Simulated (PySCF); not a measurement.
Oxygen: a sound run and one with changed settings

Sound run: O²⁺ [He] 2s2 2p2, O³⁺ [He] 2s2 2p1. All numbers are calculated (PySCF 2.14, the non-relativistic Hamiltonian (point nucleus), in aug-cc-pVDZ (4s3p2d, 23 functions)). In the sound run the correlated levels freeze 1s2. The sound run starts from symmetry-adapted Hartree-Fock orbitals and uses a fine grid where one is needed.

Changed run: a valence shell is frozen. This setting is unsound on purpose.

```
species   method  sound run (hartree)  changed run (hartree)  converged
    O²⁺      MP2            -73.13977              -73.08819        yes
    O²⁺  CCSD(T)            -73.16313              -73.08924        yes
```

Ionisation energy of O²⁺:

```tsv
method	sound run (eV)	changed run (eV)
UHF	54.634	54.634
MP2	54.785	54.763
SCS-MP2	54.682	54.677
CCSD	54.546	54.792
CCSD(T)	54.551	54.792
CCSDT	n/a	54.792
FCI	n/a	54.792
```

Freezing a valence shell removes pair correlation that changes on ionisation.

For comparison, NIST gives 54.936 eV between the lowest levels.
